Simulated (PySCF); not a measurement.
Species: CdMe(CN), C2H3CdN (singlet state).
Bonds: Cd1–C2, Cd1–C6, C6–N7. Hydrogens: H3, H4, H5 on C2.

Level of theory: PySCF 2.14.0, PBE0-D3(BJ)/def2-SVP geometry optimisation, gas phase, def2 core potentials past Kr.

Give the optimised bond lengths and angles.

| bond | length (Å) |
| --- | --- |
| Cd1–C2 | 2.090 |
| Cd1–C6 | 2.076 |
| C2–H3, C2–H4, C2–H5 | 1.100 |
| C6–N7 | 1.162 |

Bonds in one row agree within 0.01 Å and their mean is given. A selection of angles:
| angle | degrees |
| --- | --- |
| C2–Cd1–C6 | 179.8 |
| Cd1–C2–H3 | 110.6 |
| Cd1–C2–H4 | 110.3 |
| H3–C2–H4 | 108.5 |
| Cd1–C6–N7 | 179.7 |

The 4 heavy atoms lie on one line within 0.05 Å.

Point group: C3v (tolerance 0.08 Å). No frequency check.

Time: 11 s. Hardware: one thread, x86-64 server (shared host). This is the geometry optimisation.
